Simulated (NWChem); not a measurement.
System: BSiH₄O₂F; SMILES OB(O)[SiH2]F

Output (shortened):

```
             Northwest Computational Chemistry Package (NWChem) 7.3.0
             --------------------------------------------------------

 CS  symmetry detected

                             Geometry "geometry" -> ""
                             -------------------------

 Output coordinates in angstroms (scale by  1.889725989 to convert to a.u.)

  No.       Tag          Charge          X              Y              Z
 ---- ---------------- ---------- -------------- -------------- --------------
    1 Si                  14.0000    -0.73586431     0.92369615     0.00000000
    2 F                    9.0000     0.66089835     1.83295869     0.00000000
    3 B                    5.0000     0.06145166    -0.95624899     0.00000000
    4 O                    8.0000    -0.56797525    -2.17040818     0.00000000
    5 O                    8.0000     1.42826945    -0.96898782     0.00000000
    6 H                    1.0000    -1.53859027     1.31193398    -1.21476400
    7 H                    1.0000    -1.53859027     1.31193398     1.21476400
    8 H                    1.0000    -1.53639740    -2.09987518     0.00000000
    9 H                    1.0000     1.77798122    -0.05595416     0.00000000

 Effective nuclear repulsion energy (a.u.)     216.9538845587

      Symmetry information
      --------------------

 Group name             Cs
 Group number              2
 Group order               2
 No. of unique centers     8

  xc_inp: hfexch multiplicative factor not found.

                                 NWChem DFT Module
                                 -----------------

 Summary of "ao basis" -> "ao basis" (spherical)
 ------------------------------------------------------------------------------
       Tag                 Description            Shells   Functions and Types
 ---------------- ------------------------------  ------  ---------------------
 Si                         cc-pvdz                  8       18   4s3p1d
 F                          cc-pvdz                  6       14   3s2p1d
 B                          cc-pvdz                  6       14   3s2p1d
 O                          cc-pvdz                  6       14   3s2p1d
 H                          cc-pvdz                  3        5   2s1p

      Symmetry analysis of basis
      --------------------------

        a'         66
        a"         28

            General Information
            -------------------
          SCF calculation type: DFT
          Wavefunction type:  closed shell.
          No. of atoms     :     9
          No. of electrons :    48
           Alpha electrons :    24
            Beta electrons :    24
          Charge           :     0
          Spin multiplicity:     1
          Use of symmetry is: on ; symmetry adaption is: on
          Maximum number of iterations: 150
          AO basis - number of functions:    94
                     number of shells:    44
          Convergence on energy requested:  1.00D-06
          Convergence on density requested:  1.00D-05
          Convergence on gradient requested:  5.00D-04

              XC Information
              --------------
                     Hartree-Fock (Exact) Exchange  1.000

      Superposition of Atomic Density Guess
      -------------------------------------

 Sum of atomic energies:        -564.27653903

      Non-variational initial energy
      ------------------------------

 Total energy =    -565.724021
 1-e energy   =   -1211.780916
 2-e energy   =     429.103010
 HOMO         =      -0.323324
 LUMO         =       0.023310

      Symmetry analysis of molecular orbitals - initial
      -------------------------------------------------

  Numbering of irreducible representations:

     1 a'          2 a"

  Orbital symmetries:

     1 a'          2 a'          3 a'          4 a'          5 a'
     6 a'          7 a'          8 a"          9 a'         10 a'
    11 a'         12 a'         13 a'         14 a'         15 a'
    16 a"         17 a'         18 a'         19 a'         20 a'
    21 a"         22 a"         23 a"         24 a'         25 a'
    26 a"         27 a'         28 a'         29 a'         30 a'
    31 a"         32 a'         33 a'         34 a"

     ---------------------------------------------
      Total Density - Mulliken Population Analysis
     ---------------------------------------------

    Atom       Charge   Shell Charges
 -----------   ------   -------------------------------------------------------
    1 Si  14    13.28   2.00  2.01  0.76  0.47  6.00  1.13  0.71  0.19
    2 F    9     9.59   2.00  0.91  1.01  3.51  2.16  0.00
    3 B    5     4.62   2.01  0.65  0.38  1.14  0.20  0.23
    4 O    8     8.49   2.00  0.87  0.80  3.06  1.75  0.01
    5 O    8     8.51   2.00  0.87  0.81  3.06  1.76  0.01
    6 H    1     1.08   0.68  0.39  0.01
    7 H    1     1.08   0.68  0.39  0.01
    8 H    1     0.68   0.53  0.08  0.07
    9 H    1     0.68   0.52  0.08  0.07

   convergence    iter        energy       DeltaE   RMS-Dens  Diis-err
 ---------------- ----- ----------------- --------- --------- ---------
 d= 0,ls=0.0,diis     1   -565.1557762094 -7.82D+02  7.73D-03  9.90D-01
 d= 0,ls=0.0,diis     2   -565.2417877397 -8.60D-02  2.76D-03  3.48D-01
 d= 0,ls=0.0,diis     3   -565.2732306843 -3.14D-02  7.41D-04  6.01D-03
 d= 0,ls=0.0,diis     4   -565.2744380926 -1.21D-03  1.84D-04  1.93D-04
 d= 0,ls=0.0,diis     5   -565.2744885329 -5.04D-05  5.39D-05  1.02D-05
  Resetting Diis
 d= 0,ls=0.0,diis     6   -565.2744916053 -3.07D-06  1.18D-05  1.96D-06
 d= 0,ls=0.0,diis     7   -565.2744918895 -2.84D-07  4.15D-06  1.23D-07

         Total DFT energy =     -565.274491889459
      One electron energy =    -1215.111009841920
           Coulomb energy =      485.288227716311
    Exchange-Corr. energy =      -52.405594322515
 Nuclear repulsion energy =      216.953884558665

 Numeric. integr. density =        0.000000000000

                  Occupations of the irreducible representations
                  ----------------------------------------------

                     irrep           alpha         beta
                     --------     --------     --------
                     a'               19.0         19.0
                     a"                5.0          5.0

                       DFT Final Molecular Orbital Analysis
                       ------------------------------------

 Vector   22  Occ=2.000000D+00  E=-5.023964D-01  Symmetry=a"
              MO Center=  5.2D-01, -1.5D+00, -1.2D-16, r^2= 2.0D+00
   Bfn.  Coefficient  Atom+Function         Bfn.  Coefficient  Atom+Function
  ----- ------------  ---------------      ----- ------------  ---------------
    66      0.464700  5 O  pz                52     -0.420229  4 O  pz
    69      0.358810  5 O  pz                55     -0.324245  4 O  pz
    45     -0.057952  3 B  d  1              43      0.032710  3 B  d -1

 Vector   23  Occ=2.000000D+00  E=-4.881263D-01  Symmetry=a"
              MO Center= -1.2D+00,  1.2D+00, -9.2D-16, r^2= 2.4D+00
   Bfn.  Coefficient  Atom+Function         Bfn.  Coefficient  Atom+Function
  ----- ------------  ---------------      ----- ------------  ---------------
    10      0.309195  1 Si pz                75     -0.308382  6 H  s
    80      0.308382  7 H  s                 76     -0.219551  6 H  s
    81      0.219551  7 H  s                 24     -0.177250  2 F  pz
    27     -0.142950  2 F  pz                13      0.103601  1 Si pz
    17      0.103447  1 Si d  1              66     -0.057160  5 O  pz

 Vector   24  Occ=2.000000D+00  E=-4.236791D-01  Symmetry=a'
              MO Center= -3.0D-01, -1.6D-01, -5.3D-15, r^2= 3.0D+00
   Bfn.  Coefficient  Atom+Function         Bfn.  Coefficient  Atom+Function
  ----- ------------  ---------------      ----- ------------  ---------------
     9      0.293875  1 Si py                37     -0.278437  3 B  py
    51      0.218663  4 O  py                64     -0.192763  5 O  px
    35     -0.169821  3 B  s                 36      0.170625  3 B  px
     4     -0.166964  1 Si s                 65      0.161353  5 O  py
    54      0.158569  4 O  py                12      0.154219  1 Si py

 Vector   25  Occ=0.000000D+00  E= 1.104563D-01  Symmetry=a'
              MO Center= -1.1D+00,  2.9D-01, -1.4D-14, r^2= 4.5D+00
   Bfn.  Coefficient  Atom+Function         Bfn.  Coefficient  Atom+Function
  ----- ------------  ---------------      ----- ------------  ---------------
     4      0.751854  1 Si s                 35     -0.723447  3 B  s
    11     -0.706657  1 Si px                12     -0.709437  1 Si py
    86      0.524386  8 H  s                 21      0.319465  2 F  s
    76     -0.311613  6 H  s                 81     -0.311613  7 H  s
    40     -0.199035  3 B  py                49     -0.196591  4 O  s

 Vector   26  Occ=0.000000D+00  E= 1.186358D-01  Symmetry=a"
              MO Center= -2.5D-01, -1.8D-01,  4.6D-15, r^2= 3.6D+00
   Bfn.  Coefficient  Atom+Function         Bfn.  Coefficient  Atom+Function
  ----- ------------  ---------------      ----- ------------  ---------------
    13      0.762063  1 Si pz                76      0.592797  6 H  s
    81     -0.592797  7 H  s                 41      0.448284  3 B  pz
    38      0.298584  3 B  pz                69     -0.241896  5 O  pz
    55     -0.220409  4 O  pz                66     -0.188397  5 O  pz
    52     -0.167427  4 O  pz                15     -0.137913  1 Si d -1

 Vector   27  Occ=0.000000D+00  E= 1.868947D-01  Symmetry=a'
              MO Center= -7.8D-01, -8.7D-01,  1.4D-14, r^2= 6.8D+00
   Bfn.  Coefficient  Atom+Function         Bfn.  Coefficient  Atom+Function
  ----- ------------  ---------------      ----- ------------  ---------------
    86      1.082736  8 H  s                 11      0.828158  1 Si px
    49     -0.613278  4 O  s                 76      0.616158  6 H  s
    81      0.616158  7 H  s                 35     -0.581529  3 B  s
    12     -0.489722  1 Si py                91      0.411896  9 H  s
    40     -0.347326  3 B  py                63     -0.340038  5 O  s

     ---------------------------------------------
      Total Density - Mulliken Population Analysis
     ---------------------------------------------

    Atom       Charge   Shell Charges
 -----------   ------   -------------------------------------------------------
    1 Si  14    13.33   2.00  2.01  0.74  0.34  6.00  1.35  0.56  0.32
    2 F    9     9.49   2.00  0.88  1.05  3.32  2.23  0.00
    3 B    5     4.85   2.01  0.58  0.29  1.44  0.25  0.29
    4 O    8     8.23   2.00  0.83  0.82  2.85  1.71  0.01
    5 O    8     8.24   2.00  0.83  0.82  2.85  1.73  0.01
    6 H    1     1.12   0.72  0.39  0.01
    7 H    1     1.12   0.72  0.39  0.01
    8 H    1     0.82   0.68  0.05  0.09
    9 H    1     0.80   0.66  0.05  0.09

     -------------------------------------------
      Total Density - Lowdin Population Analysis
     -------------------------------------------

    Atom       Charge   Shell Charges
 -----------   ------   -------------------------------------------------------
    1 Si  14    13.54   2.00  1.80  0.66  0.43  5.92  1.30  0.89  0.53
    2 F    9     9.25   1.92  0.93  0.89  3.21  2.29  0.00
    3 B    5     5.38   1.86  0.53  0.35  1.34  0.63  0.66
    4 O    8     7.91   1.90  0.78  0.64  2.68  1.90  0.02
    5 O    8     7.92   1.91  0.78  0.64  2.68  1.90  0.02
    6 H    1     1.09   0.63  0.43  0.03
    7 H    1     1.09   0.63  0.43  0.03
    8 H    1     0.91   0.55  0.17  0.20
    9 H    1     0.91   0.54  0.17  0.20

     Multipole analysis of the density
     ---------------------------------

     L   x y z        total         alpha         beta         nuclear
     -   - - -        -----         -----         ----         -------
     0   0 0 0     -0.000000    -24.000000    -24.000000     48.000000

     1   1 0 0     -1.112963     -0.556481     -0.556481      0.000000
     1   0 1 0      0.199045      0.099523      0.099523      0.000000
     1   0 0 1     -0.000000     -0.000000     -0.000000      0.000000

     2   2 0 0    -24.360870    -84.829381    -84.829381    145.297892
     2   1 1 0      3.138280      3.403654      3.403654     -3.669028
     2   1 0 1      0.000000      0.000000      0.000000      0.000000
     2   0 2 0    -33.215233   -194.815374   -194.815374    356.415514
     2   0 1 1     -0.000000     -0.000000     -0.000000      0.000000
     2   0 0 2    -26.696396    -18.617845    -18.617845     10.539293
```

Level: Hartree-Fock/cc-pVDZ. Coordinates come from a PBE-D3(BJ)/def2-SVP optimisation.

Reconstruct the input file.

This is not unique; one that fits is the input that was run:
```
start job
memory heap 200 mb stack 900 mb global 1100 mb
geometry units angstroms noautoz
  Si    -0.639501     0.946518     0.000000
  F      0.813211     1.763422     0.000000
  B      0.034402    -0.981113     0.000000
  O     -0.672329    -2.151964     0.000000
  O      1.397526    -1.082336     0.000000
  H     -1.415401     1.385923    -1.214764
  H     -1.415401     1.385923     1.214764
  H     -1.634151    -2.018867     0.000000
  H      1.805629    -0.193865     0.000000
end
basis spherical
  Si library cc-pvdz
  F library cc-pvdz
  B library cc-pvdz
  O library cc-pvdz
  H library cc-pvdz
end
dft
  xc hfexch
  iterations 150
  mulliken
end
task dft energy
```
